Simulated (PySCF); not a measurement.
FTeN: adding exact exchange

Base calculation in PySCF with density fitting and no spin–orbit coupling, PBE/def2-TZVP (scalar-relativistic core potentials): singlet, Cs, Te–F 1.986 Å, Te–N 1.815 Å; F–Te–N 109.8°; wavenumbers 214, 510, 912 cm⁻¹; dipole moment 3.45 D, gap between the highest occupied and lowest empty levels 1.99 eV, polar-tensor charge of Te 0.87 e, atomisation energy (no zero-point energy) 742 kJ/mol.

Question: What changes on going to PBE0/def2-TZVP (scalar-relativistic core potentials)?

Answer: The point group stays the same. Changes: mean bond to Te -0.037 Å, smallest bond angle -1.2 degrees, highest wavenumber +55 cm⁻¹, lowest wavenumber +21 cm⁻¹, dipole moment +0.19 D, gap between the highest occupied and lowest empty levels +2.25 eV, polar-tensor charge of Te +0.07 e, atomisation energy (no zero-point energy) -135 kJ/mol. The new structure has Te–F 1.939 Å, Te–N 1.789 Å; F–Te–N 108.6°, with wavenumbers 235, 564, 967 cm⁻¹. Exact exchange shortens and stiffens the bonds and opens the gap, the usual pattern.

Each species is the lowest minimum found with this bonding; other isomers or fragments can lie lower.
